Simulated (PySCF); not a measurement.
**Structure from NMR data**

Molecular formula: C₇H₈. Simulated spectra:

¹H NMR (600 MHz, computed): δ 6.51 (ddt, J = 18.1, 11.3, 8.5 Hz, 1H), 5.51 (dq, J = 2.2, 1.1 Hz, 1H), 5.44 (q, J = 1.8 Hz, 1H), 5.11 (dq, J = 18.1, 2.0 Hz, 1H), 5.03 (dq, J = 11.3, 1.9 Hz, 1H), 3.13 (d, J = 1.0 Hz, 1H), 3.07 (d of quint, J = 8.5, 1.6 Hz, 2H).

¹³C{¹H} NMR (computed): δ 140.2 (CH), 133.6 (C), 124.0 (CH2), 114.3 (CH2), 83.5 (C), 79.4 (CH), 51.3 (CH2).

[PySCF 2.14: coordinates at the PBE0-D3(BJ)/def2-SVP level; J: B3LYP/pcJ-1 (without the spin–dipole term); shieldings: GIAO KT2/pcSseg-2; fast rotation and ring inversion assumed for equivalent nuclei; non-relativistic; single conformer; in vacuum]

Chemical shifts δ = σref − σ; TMS for ¹H (σref 31.18) and ¹³C (σref 182.28), all at this level.

Problem. Deduce the structure.

Solution. 
1. Rings plus π bonds: 4 (no ring in the answer).
2. 7 carbon signals for 7 carbons: no two carbons are equivalent.
3. Carbon types of the structure: 2 × C, 2 × CH, 3 × CH2, which accounts for all hydrogens.
4. δC 140.2: alkene CH; as expected for a trigonal carbon in a double bond.
5. δC 133.6: fully substituted alkene carbon; as expected for a trigonal carbon in a double bond.
6. δC 124.0, 114.3: terminal =CH2 carbon; as expected for a trigonal carbon in a double bond.
7. δC 83.5: alkyne carbon; the triple bond shields along its axis, which puts it between sp3 and sp2 carbons.
8. δC 79.4: terminal alkyne carbon; the triple bond shields along its axis, which puts it between sp3 and sp2 carbons.
9. δH 6.51: hydrogen on an alkene CH; olefinic region.
10. δH 3.07: hydrogen on an allylic sp3 CH2; allylic position.
11. The protons at 6.51 and 5.11 share a coupling of 18.1 Hz (vicinal, trans across C=C).
12. The protons at 6.51 and 5.03 share a coupling of 11.3 Hz (vicinal, cis across C=C).
13. The protons at 3.07 and 6.51 share a coupling of 8.5 Hz (vicinal).

Structure: `C#CC(=C)CC=C`.

This is the structure that produced the data.

Splittings below 1 Hz are ignored in the labels, and close J values are merged. Unscaled 3J(H,H) at this level run about 10 % above measured values. Shifts are as computed. Against solution values, carbons near 30 ppm lie about +3 ppm off and those near 130 ppm about -1 ppm. Of 1211 compounds with measured shifts, 218 miss one by over three times the rms of a fit or turn the order of signals round; such compounds aren't used in these exercises. Couplings across =CH–CH2 type bonds come from one rotamer and its mirror image, and can be 1–2 Hz further off.
